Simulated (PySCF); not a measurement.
Input of a run (PBE0-D3(BJ)/def2-SVP geometry optimisation, gas phase (PySCF 2.14.0)), started from GFN2-xTB:
```
{"job": {"xc": "PBE0", "basis": "def2-SVP", "d3": "d3bj", "grid": 1, "shake": 0.01, "kind": "geom"}, "charge": 0, "multiplicity": 1}
C     -0.200240     2.710270     0.943390
C     -0.310810     1.655440     0.409470
P     -0.385330     0.089590    -0.430090
C     -2.057740    -0.457070    -0.212310
O      0.131760     0.108140    -1.812490
C      0.652950    -0.994490     0.715950
C      2.121700    -0.885940     0.426840
O      0.157470    -1.697860     1.536370
H     -0.167950     3.682190     1.425540
H     -2.207790    -1.413790    -0.715340
H     -2.754380     0.276100    -0.661690
H     -2.326060    -0.574130     0.850550
H      2.687620    -1.467220     1.099640
H      2.253000    -1.206560    -0.595470
H      2.390460     0.157930     0.472810
```

Output (energies in Eh, forces in Eh/bohr):
```
step   0  E = -685.60121456  max force = 0.061223
step   1  E = -685.60660782  max force = 0.007752
step   2  E = -685.60685375  max force = 0.001827
step   3  E = -685.60690170  max force = 0.000778
step   4  E = -685.60692092  max force = 0.001127
step   5  E = -685.60692949  max force = 0.001182
step   6  E = -685.60691990  max force = 0.002112
step   7  E = -685.60695645  max force = 0.001475
step   8  E = -685.60698839  max force = 0.000440
step   9  E = -685.60698987  max force = 0.000147
optimisation converged
```

**Question.** Summarise the run.

**Answer.** The energy falls by 0.157 eV over 10 energy and gradient evaluations, the largest force component goes from 0.0612 to 1.5e-04 Eh/bohr, and the atoms move by 0.128 Å rms after alignment. The bond that changes most is C7–H13 (methyl carbon next to a carbonyl to methyl hydrogen), which lengthens by 0.044 Å. Bonds longer at the end by more than 0.005 Å: 8 of 14; shorter: 3. Among the angles that change most is C2–C1–H9, from 176.3° to 179.7°. Among the dihedrals that turn most is C2–P3–C6–O8, from 98° to 87°. The energy rose by more than 1e-6 Eh at step 6. The first step brought 93 % of the lowering.

**Question.** What are the final bond lengths?

**Answer.** C1≡C2 1.215 Å, C2–P3 1.777 Å, P3–C4 1.803 Å, P3=O5 1.494 Å, P3–C6 1.890 Å, C6–C7 1.495 Å, C6=O8 1.204 Å, C1–H9 1.076 Å, C4–H10 1.100 Å, C4–H11 1.098 Å, C4–H12 1.099 Å, C7–H13 1.098 Å, C7–H14 1.101 Å, C7–H15 1.102 Å. Numbering counts from 1 in the input's order; the species is `C#C[P@@](C)(=O)C(C)=O`.

The run used 151 basis functions and 75 SCF cycles in all. Hardware: an Arm Neoverse V1 with one thread, no GPU, shared host with 32 logical CPUs at a one-minute load of 24. Cost: 2.0 min, 0.59 GiB resident at most.

Whether it is a minimum is left open (no frequencies). The numbers are those of one conformer.
